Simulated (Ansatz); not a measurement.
Basis sets compared for the cluster Al₂F₆. Total charge 0; singlet. Geometry B3LYP-D4/def2-SVP. Ansatz on 4 threads of Arm Neoverse V1 on a shared host; times are rough, and most runs start from earlier orbitals.

| atom | x (Å) | y (Å) | z (Å) |
| --- | --- | --- | --- |
| Al1 | -0.4077 | -0.1595 | -1.3186 |
| Al2 | 0.4078 | 0.1594 | 1.3186 |
| F3 | -0.5969 | 0.9684 | 2.3405 |
| F4 | 0.5242 | 1.0095 | -0.2842 |
| F5 | 0.5963 | -0.9683 | -2.3413 |
| F6 | -1.8632 | 0.4732 | -1.7540 |
| F7 | 1.8631 | -0.4729 | 1.7549 |
| F8 | -0.5236 | -1.0099 | 0.2841 |

The structure comes from a short search, and lower isomers may exist.

Binding counts from free atoms (Al doublet, F doublet) in the same basis, without a counterpoise term.

```json
{"level": "PBE-D4/def2-SVP", "functions": "120", "energy (Eh)": "-1082.9702", "HOMO (eV)": "-9.53", "LUMO (eV)": "-2.07", "binding per atom (eV)": "4.93", "wall time": "1.2 s"}
{"level": "PBE0-D4/def2-SVP", "functions": "120", "energy (Eh)": "-1083.0183", "HOMO (eV)": "-11.74", "LUMO (eV)": "-1.19", "binding per atom (eV)": "4.75", "wall time": "1.8 s"}
```

Estimate the rows for PBE-D4/def2-TZVP (with forces), PBE0-D4/def2-TZVP.


```
                         level  functions  energy (Eh)  HOMO (eV)  LUMO (eV)  binding per atom (eV)  wall time
PBE-D4/def2-TZVP (with forces)        260   -1083.9029      -9.86      -2.27                   4.87      3.8 s
             PBE0-D4/def2-TZVP        260   -1083.9450     -11.96      -1.35                   4.73      6.5 s
```
